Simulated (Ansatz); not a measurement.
Start from `N[CH]([SiH3])[GeH3]` and change one atom or group to get `B[CH]([SiH3])[GeH3]`.

Ansatz, PBE0-D4/def2-TZVP geometries, multiplicity 1. Each molecule was computed in one conformer, which needn't be the lowest.

Scalar relativity is left out up to krypton.

| property | `N[CH]([SiH3])[GeH3]` |
| --- | --- |
| HOMO–LUMO gap (ωB97M-V/def2-TZVPP) / eV | 11.30 |
| LUMO energy (PBE/def2-TZVPP) / eV | -0.52 |
| HOMO–LUMO gap (PBE0/def2-TZVPP) / eV | 7.37 |
| HOMO energy (PBE/def2-TZVPP) / eV | -5.65 |
| HOMO–LUMO gap (B3LYP/def2-TZVPP) / eV | 6.90 |
| LUMO energy (ωB97M-V/def2-TZVPP) / eV | 1.86 |

(1) Give the same properties after the change, and the shifts. (Best estimate.)

Results:

(1) Ansatz gave: 
```
                               property  `B[CH]([SiH3])[GeH3]`  shift
HOMO–LUMO gap (ωB97M-V/def2-TZVPP) / eV                  11.26  -0.04
      LUMO energy (PBE/def2-TZVPP) / eV                  -2.26  -1.74
   HOMO–LUMO gap (PBE0/def2-TZVPP) / eV                   7.20  -0.17
      HOMO energy (PBE/def2-TZVPP) / eV                  -7.23  -1.58
  HOMO–LUMO gap (B3LYP/def2-TZVPP) / eV                   6.81  -0.09
  LUMO energy (ωB97M-V/def2-TZVPP) / eV                   0.56  -1.30
```

With PBE0 the HOMO falls by 1.42 eV and the LUMO falls by 1.59 eV, so the gap narrows by about 0.17 eV. PBE moves the HOMO by -1.58 eV and ωB97M-V by -1.26 eV.

B3LYP here is the variant with VWN-RPA as its local correlation; programs differ in this.
